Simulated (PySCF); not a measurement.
**Continuum solvent and chemical shifts**

Structure with atom numbers: `[SiH3:1][S:2][C@H:3]1[CH2:4][CH2:5][CH2:6][CH2:7][S:8]1`; H(Xn) means a hydrogen on atom n. Ha(C4), Ha(C5), Ha(C6), Ha(C7) are cis to S2 on the ring; Hb(C4), Hb(C5), Hb(C6), Hb(C7) are trans to S2 on the ring.

GIAO PBE0/pcSseg-1 in PySCF on one PBE0-D3(BJ)/def2-SVP conformer, non-relativistic, equivalent nuclei averaged. Solvents enter as an IEF-PCM continuum (chloroform with ε = 4.7, acetonitrile with ε = 35.7) around the gas-phase geometry. Shifts are referred to TMS, CS2 computed in the same medium.

Gas phase, δ in ppm: Si1 -54.6, S8 57.8, S2 -151.2, C3 54.7, C4 35.7, C7 29.5, C6 29.0, C5 20.0, H(Si1) 4.47, H(C3) 3.93, Ha(C7) 3.33, Ha(C5) 2.12, Hb(C7) 2.08, Hb(C4) 1.84. Dipole moment 2.34 D.

(1) How does each δ change in the continuum?

(2) Which of the listed nuclei move most (in ppm), and what does the model miss?

Results:

(1) 
| atoms | environment | Δδ, chloroform | Δδ, acetonitrile |
| --- | --- | --- | --- |
| Si1 | silicon bonded to S, 3 H | +0.4 | +0.6 |
| S8 | sulfide sulfur | -10.5 | -14.7 |
| S2 | sulfur bonded to C, Si | -4.5 | -6.7 |
| C3 | sp3 CH bonded to 2 S | +0.7 | +0.9 |
| C4 | sp3 CH2 in a ring | +0.5 | +0.7 |
| C7 | sp3 CH2 bonded to S | +0.6 | +0.9 |
| C6 | sp3 CH2 in a ring | +0.5 | +0.8 |
| C5 | sp3 CH2 in a ring | +0.6 | +0.8 |
| H(Si1) | hydrogen on a silicon bonded to S | +0.02 | +0.03 |
| H(C3) | hydrogen on an sp3 CH bonded to 2 S | +0.19 | +0.28 |
| Ha(C7) | hydrogen on an sp3 CH2 bonded to S | -0.04 | -0.07 |
| Ha(C5) | hydrogen on an sp3 CH2 in a ring | -0.09 | -0.13 |
| Hb(C7) | hydrogen on an sp3 CH2 bonded to S | +0.18 | +0.25 |
| Hb(C4) | hydrogen on an sp3 CH2 in a ring | +0.05 | +0.07 |

Changes are relative to the gas phase. The dipole moment becomes 3.00 D in chloroform, 3.31 D in acetonitrile.

(2) S8 (sulfide sulfur, -14.7 ppm) in acetonitrile. A continuum only polarises the solute; specific hydrogen bonds, the anisotropy of aromatic solvents and changes of geometry or conformer are outside it.
